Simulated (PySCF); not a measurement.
Constitutional and geometric isomers with formula CH3B2N. All species are isolated molecules in the gas phase. One relaxed conformer stands for each flexible species; it need not be the lowest. Strings in code marks are SMILES.

The S1 excitation (TDA) from two functionals at the same geometries (PBE0-D3(BJ)/def2-TZVP), both in PySCF: PBE-D3(BJ)/def2-TZVP and ωB97X-D3(BJ)/def2-TZVP. Excitations are Tamm–Dancoff values on a coarser integration grid. The basis has no diffuse functions, so Rydberg states are missing or too high.

```tsv
species	PBE-D3(BJ)/def2-TZVP (eV)
`[H]/B=C\B=N`	3.04
`NC1=BB1`	2.62
`B(=C=B)N`	3.42
`C=BN=B`	2.47
```

What does ωB97X-D3(BJ)/def2-TZVP give for each?


- `[H]/B=C\B=N`: 3.49
- `NC1=BB1`: 2.75
- `B(=C=B)N`: 3.44
- `C=BN=B`: 3.15
Over these rows, drawn at random from the members with no instability flagged (it was tested for open shells, ions and some series alone), PBE minus ωB97X-D3(BJ): mean -0.32 eV, from -0.68 eV to -0.02 eV.
